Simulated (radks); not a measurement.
Values are calculated unless marked as measured or tabulated.
Hf3+, configuration [Xe] 4f14 5d1 (the NIST ground configuration). Code: a radial shooting solver on a logarithmic mesh with Libxc functionals. Model: scalar-relativistic Kohn-Sham, PBE, spin-unpolarised, spherical densities, finite nucleus; Fermi nuclear charge, rms radius 5.347 fm.

Unscreened Slater integrals over Kohn-Sham orbitals (eV). Empty in this configuration: 6s.

\begin{tabular}{lr}
integral & value \\ \hline
F0(5d,5d) & 12.691 \\
F2(5d,5d) & 6.6144 \\
F4(5d,5d) & 4.3574 \\
F0(5d,4f) & 16.316 \\
F2(5d,4f) & 3.8090 \\
F4(5d,4f) & 1.8125 \\
G1(5d,4f) & 1.6741 \\
G3(5d,4f) & 1.3741 \\
G5(5d,4f) & 1.0498 \\
F0(5d,5p) & 14.735 \\
F2(5d,5p) & 7.0731 \\
G1(5d,5p) & 8.2782 \\
G3(5d,5p) & 5.0957 \\
F0(5d,5s) & 15.313 \\
G2(5d,5s) & 5.1409 \\
F0(5d,6s) & 9.9903 \\
G2(5d,6s) & 2.9675 \\
F0(4f,4f) & 37.602 \\
F2(4f,4f) & 17.827 \\
F4(4f,4f) & 11.176 \\
F6(4f,4f) & 8.0380 \\
F0(4f,5p) & 22.491 \\
F2(4f,5p) & 7.3602 \\
G2(4f,5p) & 3.5713 \\
G4(4f,5p) & 2.7974 \\
F0(4f,5s) & 25.466 \\
G3(4f,5s) & 4.3674 \\
F0(4f,6s) & 11.461 \\
G3(4f,6s) & 0.44944 \\
F0(5p,5p) & 18.530 \\
F2(5p,5p) & 9.9945 \\
F0(5p,5s) & 19.873 \\
G1(5p,5s) & 13.234 \\
F0(5p,6s) & 10.742 \\
G1(5p,6s) & 0.98589 \\
F0(5s,5s) & 21.651 \\
F0(5s,6s) & 10.955 \\
G0(5s,6s) & 0.54392 \\
F0(6s,6s) & 8.7945 \\
\end{tabular}

Derived for the open shells (J is the average intra-shell exchange parameter used in DFT+U). 5d: Racah B = F2/49 - 5 F4/441 = 0.08558 eV, C = 35 F4/441 = 0.3458 eV, C/B = 4.04, F4/F2 = 0.659, J = (F2 + F4)/14 = 0.7837 eV.
